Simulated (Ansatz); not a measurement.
Geometry optimisation, RKS PBE0/6-31G* in Ansatz 0.2.0.

Input:

```yaml
crystal:
  periodic: [false, false, false]
  atoms:
    - { symbol: Mg, position_ang: [-1.5121, -0.9172, -1.6036] }
    - { symbol: F, position_ang: [-1.5726, -1.5123, 0.6658] }
    - { symbol: Cl, position_ang: [-3.1229, 0.0452, -2.5792] }
    - { symbol: H, position_ang: [-0.5886, -0.8452, 0.4779] }
    - { symbol: O, position_ang: [0.2678, -0.1532, -0.1599] }
    - { symbol: Si, position_ang: [1.3905, 0.6769, 0.6313] }
    - { symbol: H, position_ang: [0.9124, 2.0431, 0.895] }
    - { symbol: H, position_ang: [1.6332, -0.0492, 1.8864] }
    - { symbol: H, position_ang: [2.5923, 0.712, -0.2136] }
basis:
  gaussian: { orbitals: "6-31G*" }
hamiltonian:
  xc: pbe0
relax:
  f_tol: 0.15
  max_steps: 25
  restrain:
    - { distance: [0, 4], at: 2.07, k: 30.0 }
    - { distance: [3, 1], at: 0.88, k: 30.0 }
    - { distance: [0, 1], at: 3.28, k: 30.0 }
    - { distance: [3, 4], at: 2.27, k: 30.0 }
```

Command:

```bash
$ ansatz run input.yaml --threads 2 --pin off --max-ram 3072MiB --backend cpu --events-out ev --progress --plain --runs-dir out
```

Where does it end, and by what steps?

It converged. The restraints hold the end off the free minimum. After 15 steps the energy has fallen by 0.350 eV (the restraints' own energy left out); H4 moved furthest, 1.09 Å. Joined: F2–H4 (1.20 → 0.92 Å).

```
step  energy less start (eV)  largest force component (eV/Å)  accepted
   0                  0.0000                           3.595       yes
   1                  0.3909                           3.115       yes
   2                  0.4328                           2.732       yes
   3                  0.3664                           3.311       yes
   4                 -0.0743                           2.104       yes
   5                 -0.2078                           1.776       yes
   6                 -0.2709                           1.787        no
   7                 -0.2774                           1.753       yes
   8                 -0.3061                           1.815       yes
   9                 -0.3371                           1.890       yes
  10                 -0.3332                           1.832        no
  11                 -0.3490                           1.853        no
  12                 -0.3448                           1.881       yes
  13                 -0.3478                           1.829       yes
  14                 -0.3415                           1.694        no
  15                 -0.3501                           1.763       yes
```

```xyz
9
Properties=species:S:1:pos:R:3
Mg -1.318 -0.110 -1.505
F -1.799 -1.905 1.183
Cl -2.848 0.116 -3.048
H -0.932 -1.600 1.188
O 0.203 -0.241 -0.216
Si 1.377 0.700 0.427
H 0.924 2.115 0.641
H 1.793 0.167 1.763
H 2.600 0.758 -0.433
```

Run time: 58 s on 2 threads of Intel(R) Xeon(R) Platinum 8259CL CPU @ 2.50GHz (Skylake/Cascade Lake), on a shared host, peak memory 0.22 GiB.
